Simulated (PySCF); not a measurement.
# Telling isomers of C₇H₉FO apart by NMR

PySCF 2.14 calculation with GFN2-xTB geometry and NMR shieldings at PBE0/pcSseg-1/GIAO; relativity neglected, in vacuum, rapidly exchanging positions averaged, a single conformation.

Shifts are taken against calculated references (same method and geometry level): $^{1}$H and $^{13}$C vs TMS. Splittings of carbon signals by F and P are missing where no couplings were computed. Where no couplings were computed, multiplicities follow the n + 1 count of equivalent neighbours, and m marks all less simple cases (inequivalent or close neighbours, rings, F or P nearby). Shifts are as computed. Against solution values, carbons near 30 ppm lie about +3 ppm off and those near 130 ppm about +5 ppm. Of 1211 compounds with measured shifts, 218 miss one by over three times the rms of a fit or turn the order of signals round; such compounds aren't used in these exercises.

(1) Tabulate the signals of `CC1=C[C@@]12COC[C@@H]2F`, `O=C1C[C@@H]2C[C@H](F)[C@H]1C2` and their relative energies.

(2) What is the quickest way to tell CC1=C[C@@]12COC[C@@H]2F from O=C1C[C@@H]2C[C@H](F)[C@H]1C2?

Results:

(1) 
```json
{"SMILES": "CC1=C[C@@]12COC[C@@H]2F", "carbon types": "2×C 2×CH 2×CH2 1×CH3", "δC": "131.0, 106.1, 98.0, 78.7, 75.4, 37.4, 11.0", "δH": "6.60 (m, 1H), 4.63 (m, 1H), 4.53 (m, 1H), 4.06 (m, 1H), 3.83 (m, 1H), 3.28 (m, 1H), 2.36 (s, 3H)", "E rel. (kcal/mol)": "63.3"}
{"SMILES": "O=C1C[C@@H]2C[C@H](F)[C@H]1C2", "carbon types": "1×C 3×CH 3×CH2", "δC": "214.2, 95.4, 59.2, 47.1, 40.6, 38.0, 37.2", "δH": "5.42 (m, 1H), 2.66 (m, 1H), 2.43 (m, 1H), 2.31 (m, 1H), 2.28 (m, 1H), 2.07 (m, 1H), 1.65 (m, 1H), 1.54 (m, 1H), 1.49 (m, 1H)", "E rel. (kcal/mol)": "0.0"}
```

Energies are electronic energies at PBE0/pcSseg-1 on these geometries, without zero-point or thermal terms, each for the one conformer computed, which needn't be the lowest.

(2) Both give the same number of carbon signals, but DEPT or the intensities differ. The first has a fully substituted alkene carbon (C) at 131.0 ppm, the second a ketone carbonyl carbon (C) at 214.2 ppm. In the proton spectra the most deshielded non-exchanging signals are 6.60 (m, 1H) and 5.42 (m, 1H).
